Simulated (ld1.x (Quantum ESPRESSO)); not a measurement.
# Cutoff test, silver (Ag), TM semilocal

silver, norm-conserving Troullier–Martins (semilocal form), made with ld1.x (Quantum ESPRESSO) 7.5 (LDA (PZ), scalar-relativistic). Core [Kr], reference 4d10 5s1 5p0. Waves: 5s (bound): rc 1.80 bohr; 5p (bound, empty): rc 2.95 bohr; 4d (bound): rc 1.30 bohr. Local part: the d channel. Core correction: none.

The pseudo-atom Hamiltonian at the reference potential is diagonalised in spherical Bessel functions j_l(qr) that vanish at 20 bohr, with q² up to the cutoff. All-electron valence levels (Ry): 5s -0.3469, 5p -0.0622, 4d -0.5631.

Task: How do the lowest levels (Ry) of each channel move with the cutoff, and are there ghosts?

Result:

| cutoff (Ry) | s #1 | p #1 | d #1 | d #2 | Σ f·Δε (mRy) |
| --- | --- | --- | --- | --- | --- |
| 8 | -0.3209 | -0.0619 | 0.0601 | 0.1300 | 6258.1 |
| 15 | -0.3340 | -0.0621 | 0.0324 | 0.0819 | 5968.8 |
| 21 | -0.3441 | -0.0621 | -0.1401 | 0.0679 | 4232.7 |
| 35 | -0.3454 | -0.0621 | -0.4278 | 0.0656 | 1355.1 |
| 50 | -0.3465 | -0.0621 | -0.5414 | 0.0653 | 217.5 |
| 70 | -0.3468 | -0.0621 | -0.5617 | 0.0652 | 14.1 |
| 90 | -0.3468 | -0.0621 | -0.5630 | 0.0652 | 1.1 |
| 120 | -0.3469 | -0.0621 | -0.5631 | 0.0652 | 0.6 |
| 400 | -0.3469 | -0.0621 | -0.5631 | 0.0652 | 0.0 |

Result: no extra level below or beside the all-electron valence levels (s, p, d tested); the semilocal form is local in each channel, so this says nothing of the separable form that plane-wave codes build from it; 10 mRy is reached at 80 Ry and 1 mRy at 100 Ry.
